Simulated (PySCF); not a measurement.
Species: `C[Si@H]1CC[P@@H](=S)CC1`. The columns A, B, C and D hold Mulliken, IAO, Hirshfeld and ESP-fitted charges (e) of one PBE0/pcSseg-1 density (PySCF), in a shuffled order. Coordinates in Å (GFN2-xTB); the density's dipole moment is (-0.91, -1.55, -3.64) D.

```
atom       x       y       z       A       B       C       D
  C1  -2.865  -0.114   0.092  -0.835  -0.212  -0.624  -0.718
 Si2  -1.076  -0.266  -0.507  +0.711  +0.370  +0.801  +0.907
  C3  -0.234   1.444  -0.524  -0.295  -0.164  -0.528  -0.546
  C4   1.256   1.313  -0.813  -0.201  -0.106  -0.406  -0.472
  P5   2.031   0.327   0.528  +0.101  +0.323  +0.362  +0.953
  S6   1.853   1.052   2.307  -0.363  -0.318  -0.384  -0.618
  C7   1.400  -1.382   0.299  -0.199  -0.106  -0.406  -0.472
  C8  -0.082  -1.406   0.653  -0.287  -0.164  -0.528  -0.546
  H9  -2.920   0.295   1.095  +0.206  +0.047  +0.147  +0.160
 H10  -3.438   0.534  -0.561  +0.201  +0.043  +0.137  +0.157
 H11  -3.352  -1.083   0.103  +0.200  +0.043  +0.137  +0.157
 H12  -0.993  -0.826  -1.874  -0.172  -0.090  -0.065  -0.142
 H13  -0.349   1.918   0.454  +0.104  +0.031  +0.166  +0.160
 H14  -0.693   2.112  -1.254  +0.091  +0.043  +0.152  +0.152
 H15   1.441   0.826  -1.773  +0.107  +0.045  +0.152  +0.147
 H16   1.750   2.292  -0.819  +0.132  +0.050  +0.171  +0.161
 H17   3.349   0.202   0.053  +0.074  -0.004  +0.074  -0.059
 H18   1.575  -1.697  -0.733  +0.104  +0.045  +0.152  +0.147
 H19   1.980  -2.031   0.965  +0.132  +0.050  +0.171  +0.161
 H20  -0.189  -1.061   1.685  +0.102  +0.031  +0.166  +0.160
 H21  -0.451  -2.432   0.622  +0.088  +0.043  +0.152  +0.152
```

Task: Which column most likely holds the ESP-fitted charges?

Result: A. Σ q r misses the density's dipole by 0.13 D (A), 0.69 D (C), 1.05 D (B), 1.53 D (D). Charges fitted to the outside potential are the only set here that is tied to the molecule's multipoles.

Task: And the Hirshfeld charges?

Result: B. The mean sizes are 0.111 e (B), 0.224 e (A), 0.280 e (C), 0.340 e (D), and Hirshfeld charges are commonly the smallest of these schemes.

As computed, A = ESP-fitted, B = Hirshfeld, C = Mulliken, D = IAO. Hydrogens on carbon: ESP-fitted +0.09 to +0.21, Hirshfeld +0.03 to +0.05, Mulliken +0.14 to +0.17, IAO +0.15 to +0.16 e.

The Hirshfeld scheme divides the density at each point in proportion to the densities of the neutral, spherically averaged free atoms. The IAO scheme projects the occupied orbitals on a minimal set of polarised atomic orbitals and counts the electrons in each atom's part of it.

The structure is a single GFN2-xTB conformer in the gas phase; no vibrational or solvent corrections.

The run behind these numbers computed NMR shieldings as well. Cost: about 2.8 min of CPU time on one thread (with the writing of density and orbital grids); the machine was shared, so the figure is rough.
